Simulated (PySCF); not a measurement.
C₆ coefficients of unlike pairs at UHF

Calculated with PySCF 2.14 from the dipole response of each species, C₆(A,B) = (3/π) ∫ α_A(iu) α_B(iu) du, in atomic units, from isotropic polarisabilities. For ions this is the dispersion term alone; charge-induced terms of lower order in 1/R come first.

```json
{"species": "Si³⁺", "configuration": "[Ne] 3s1 (2S)", "basis": "aug-cc-pwCVQZ (10s9p7d5f3g)", "relativity": "none", "α (bohr³)": "7.940", "C₆ (like pair)": "15.77"}
{"species": "Ni", "configuration": "[Ar] 3d8 4s2 (3F)", "basis": "x2c-TZVPPall with one added diffuse shell each of s, p, d, f type (7s6p5d3f1g)", "relativity": "spin-free X2C", "α (bohr³)": "61.96", "C₆ (like pair)": "538.5"}
{"species": "Nb", "configuration": "[Kr] 4d4 5s1 (6D)", "basis": "aug-cc-pVDZ-PP with ECP28MDF (5s5p4d2f)", "relativity": "core potential", "α (bohr³)": "130.5", "C₆ (like pair)": "1564"}
{"species": "V", "configuration": "[Ar] 3d3 4s2 (4F)", "basis": "aug-cc-pVDZ-DK (7s6p4d2f)", "relativity": "spin-free X2C", "α (bohr³)": "122.2", "C₆ (like pair)": "1364"}
```

(1) Estimate C₆ for V with Ni.

No spin-orbit coupling is included.

The other pairs:

```tsv
pair	C₆
V, Si³⁺	134.7
Nb, Si³⁺	144.9
Nb, Ni	904.5
V, Nb	1458
Ni, Si³⁺	89.28
```

## Answers

(1) The integral gives 845.3. The combination rule 2 C_A C_B / (C_A α_B/α_A + C_B α_A/α_B) gives 837.6 and the geometric mean 857.0.
